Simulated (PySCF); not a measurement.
**`C[Se]C`, C₂H₆Se**

Cartesian coordinates in Å; atom numbers follow the order of the lines, from 1:
```xyz
9

Se   -0.0002   -0.0009   -1.3019
C     1.4603   -0.0150   -0.0061
H     1.3959   -0.9182    0.5961
H     1.3890    0.8693    0.6230
H     2.3940   -0.0032   -0.5606
C    -1.4604    0.0154   -0.0060
H    -1.3993    0.9208    0.5934
H    -1.3867   -0.8671    0.6251
H    -2.3927   -0.0011   -0.5630
```

The calculation used GIAO BP86/def2-SVP magnetisability, rotational g tensor and spin-rotation constants, non-relativistic, gas phase in PySCF 2.14.0. Geometry: GFN2-xTB.

The calculation is non-relativistic, which matters for the atoms heavier than Zn.

(1) Give the nuclear spin-rotation constants along the inertial axes (H = +C I·J) beside the isotropic shieldings.

## Answers

(1) Rotational constants 11.3350, 6.8502, 4.5156 GHz. A star marks the isotopologue with that one atom substituted, in its own axes.
| atom | isotope | Caa (kHz) | Cbb (kHz) | Ccc (kHz) | mean (kHz) | σ (ppm) |
| --- | --- | --- | --- | --- | --- | --- |
| H3 | 1H | -1.191 | -0.471 | -0.076 | -0.580 | 29.8 |
| H4 | 1H | -1.190 | -0.445 | -0.098 | -0.578 | 29.9 |
| H5 | 1H | -0.127 | -0.509 | -0.527 | -0.388 | 30.3 |
| H7 | 1H | -1.192 | -0.472 | -0.075 | -0.580 | 29.8 |
| H8 | 1H | -1.190 | -0.444 | -0.099 | -0.577 | 29.9 |
| H9 | 1H | -0.130 | -0.507 | -0.527 | -0.388 | 30.3 |
| Se1 | 77Se* | 10.777 | 11.576 | 7.902 | 10.085 | 1746.3 |
| C2 | 13C* | 1.361 | 0.820 | 0.649 | 0.943 | 175.2 |

For the geometry as given, no vibrational averaging.
